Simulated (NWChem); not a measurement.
Species: C2H7GeN; SMILES C=[CH][GeH2][NH2]

```xyz
11

Ge     0.3436     0.4236     0.0155
N     -0.9671     1.7494     0.1077
C     -0.2774    -1.3593    -0.5053
C     -0.2399    -2.4097     0.3216
H      1.3789     0.9519    -1.0092
H      0.9594     0.3063     1.4317
H     -1.7349     1.4866     0.7224
H     -1.3643     1.9595    -0.8056
H     -0.6777    -1.4987    -1.5110
H      0.1493    -2.3312     1.3358
H     -0.5894    -3.3993     0.0274
```
Atoms are numbered in this order, from 1.

Computed with NWChem. Geometry: optimised at B3LYP/6-31G* (spherical d). B3LYP is NWChem's, with the RPA form of VWN correlation. Vzz is the largest principal value of the second derivative of the potential at the nucleus (NWChem prints the opposite sign); η is the asymmetry. Non-relativistic.

```csv
level,Vzz Ge1 (a.u.),η Ge1,Vzz N2 (a.u.),η N2
B3LYP/def2-SVP,0.489,0.45,-0.863,0.22
B3LYP/def2-TZVP,0.542,0.62,-0.837,0.20
PBE0/def2-SVP,0.510,0.53,-0.846,0.20
PBE0/def2-TZVP,0.546,?,?,0.18
```

Question: Complete the blanks.

Answer: 
- PBE0/def2-TZVP, η Ge1: 0.68
- PBE0/def2-TZVP, Vzz N2 (a.u.): -0.817
